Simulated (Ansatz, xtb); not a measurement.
**Relaxing a trial structure of CH2ClGaSi**

The starting geometry of this gas-phase singlet was built from a drawn formula by distance geometry and a force field; its bonds are those of `Cl/[SiH]=[CH]\[Ga]`.

```yaml
atoms:
  - { symbol: C, position_ang: [0.3778, -1.4162, -1.3043] }
  - { symbol: Cl, position_ang: [-1.3801, 1.0164, -2.6361] }
  - { symbol: Ga, position_ang: [1.6356, 0.2025, -1.1289] }
  - { symbol: Si, position_ang: [-1.0473, -0.9912, -2.0591] }
  - { symbol: H, position_ang: [-2.0587, -2.0475, -2.2823] }
  - { symbol: H, position_ang: [0.6066, -2.4182, -1.0386] }
```

Q: Predict what it relaxes into with r2SCAN-D4/def2-SVP.

A: It keeps its bonds, and is `Cl/[SiH]=[CH]\[Ga]`.

The energy falls by 0.31 eV over 8 steps:

```json
{"step": "1", "E − E(last) (eV)": "0.310"}
{"step": "2", "E − E(last) (eV)": "0.034"}
{"step": "3", "E − E(last) (eV)": "0.012"}
{"step": "4", "E − E(last) (eV)": "0.004"}
{"step": "5", "E − E(last) (eV)": "0.002"}
{"step": "6", "E − E(last) (eV)": "0.000"}
{"step": "7", "E − E(last) (eV)": "0.000"}
{"step": "8", "E − E(last) (eV)": "0.000"}
```

Final geometry (Å):

```xyz
6

C     0.4605   -1.3346   -1.3158
Cl   -1.5252    0.8703   -2.6663
Ga    1.7941    0.1413   -1.0394
Si   -1.0528   -1.0450   -2.0485
H    -2.2122   -1.9161   -2.3769
H     0.6696   -2.3701   -1.0023
```

From the same start GFN2-xTB ends elsewhere, differing in Cl2–Ga3 (2.61 against 3.77 Å here).

The end wasn't checked by frequencies. Run with Ansatz 0.2.0, 17 s on 2 threads of Arm Neoverse V1, with other jobs on the host.
